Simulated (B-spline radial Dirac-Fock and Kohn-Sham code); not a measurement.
# Elastic scattering of 390 eV electrons by the Kr atom

Model: relativistic (Dirac) partial waves in the static field of the Dirac-Fock atom with Furness-McCarthy exchange, without polarisation or absorption potentials. Program: a radial finite-basis atomic code.

```
θ (°)  dσ/dΩ (Å²/sr)  Sherman function
    0           14.5             0.000
   10           6.48             0.000
   20           1.16            -0.001
   30          0.369             0.004
   40          0.210             0.011
   50          0.118             0.012
   60         0.0550            -0.002
   70         0.0255            -0.047
   80         0.0317            -0.040
   90         0.0553            -0.008
  100         0.0671             0.010
  110         0.0502             0.025
  120         0.0164             0.054
  130        0.00204            -0.207
  140         0.0451            -0.045
  150          0.157            -0.020
  160          0.306            -0.011
  170          0.436            -0.005
  180          0.487             0.000
```

Q: What integrated cross sections go with this distribution?

A: The total elastic cross section is 3.02 Å², the first transport cross section 1.07 Å² and the second, weighted with (3/2) sin²θ, 0.889 Å². The mean deflection is ⟨1 − cos θ⟩ = 0.356, and 16 % of the collisions scatter beyond 90°.

On this grid of angles the cross section has minima near 70°, 130°, from interference among the few low partial waves with large phase shifts.

Values without a named source are computed, but for edge energies of neutral atoms, which are taken from tables.
